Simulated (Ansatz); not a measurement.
Coupled-cluster diagnostics for Si₂W₂⁻ (the lowest doublet isomer of a short search), Ansatz.

Geometry of the doublet (PBE0-D4/def2-SVPD):

| atom | x (Å) | y (Å) | z (Å) |
| --- | --- | --- | --- |
| W1 | -1.228 | 0.961 | 0.789 |
| W2 | -0.986 | -0.646 | -0.696 |
| Si3 | 0.898 | -0.249 | 1.094 |
| Si4 | 1.316 | -0.066 | -1.187 |

In the def2 sets W takes a core potential; there is no spin–orbit coupling. Correlated methods freeze 10 core orbitals; core or outer-core shells of W are correlated, in sets that lack core-valence functions. In CCSD on the charge -1 doublet the largest single amplitude is 0.21, so its Hartree–Fock determinant may place the open shell otherwise than the density functionals do. The geometry of the doublet was relaxed on an unsound state (⟨S²⟩ 1.87, where a pure state has 0.75). The structure comes from a short search, and lower isomers may exist.

Geometry of the charge -1 quartet (PBE0-D4/def2-SVPD):

```xyz
4

W     1.355   -0.458    0.764
W     0.342    1.185   -0.467
Si   -1.259    0.169    0.905
Si   -0.437   -0.896   -1.201
```

Question: Estimate the CCSD(T) correlation energy, the shares of MP2 and (T), T1 and the reference's ⟨S²⟩ for: charge -1, doublet, own geometry in def2-SVPD; charge -1, quartet, own geometry in def2-SVPD; and the rough time on 4 threads of Arm Neoverse V1 on a shared host.

Answer: 
```json
{"state": "charge -1, doublet, own geometry", "basis": "def2-SVPD", "correlation (eV)": "-23.655", "MP2 share (%)": "91.0", "(T) share (%)": "7.6", "T1": "0.096", "⟨S²⟩ (pure)": "4.29 (0.75)", "wall time": "89 s", "remarks": "large T1 (0.096), spin-contaminated (⟨S²⟩ 4.29)"}
{"state": "charge -1, quartet, own geometry", "basis": "def2-SVPD", "correlation (eV)": "-23.883", "MP2 share (%)": "94.0", "(T) share (%)": "7.4", "T1": "0.088", "⟨S²⟩ (pure)": "5.92 (3.75)", "wall time": "78 s", "remarks": "large T1 (0.088), spin-contaminated (⟨S²⟩ 5.92)"}
```
Customary marks for T1 are 0.02 (closed shells), 0.045 (open shells) and about 0.05 (3d metals). T1 exceeds 0.02 in 2 of 2 rows and 0.045 in 2; the higher it lies, the less the single-reference result can be trusted.
